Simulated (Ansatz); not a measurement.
Species: HgH (charge 0, doublet). The spin state was set by rule; other spins were not relaxed. 
Geometry from a B3LYP-D3(BJ)/def2-TZVP (Ansatz, a program for electronic structure) optimisation:
SMILES: [HgH]
```xyz
2

Hg     0.0000     0.0000    -0.0222
H      0.0000     0.0000     1.7746
```
Charge 0, spin multiplicity 2.

Parts of the frozen-core correlation energy in def2-SVP (Ansatz, hartree). Frozen orbitals: 4; correlated occupied orbitals by spin: 7 and 6; virtual: 26 and 27. UHF or UKS for open shells. Spin-orbit coupling is left out. In def2 rows, elements after Kr have scalar-relativistic effective core potentials.

```tsv
term	value
reference (HF)	-153.04914
MP2 opposite-spin	-0.19420
MP2 same-spin	…
CCSD correlation	…
(T)	…
CCSDT minus CCSD(T)	-0.00001
CCSDT(Q) minus CCSD(T)	-0.00044
T1 diagnostic	0.023
largest doubles amplitude	0.073
<S^2> of the reference	0.789
```

Task: Complete the blanks.

Result: 
- MP2 same-spin, value: -0.10335
- CCSD correlation, value: -0.28826
- (T), value: -0.00451
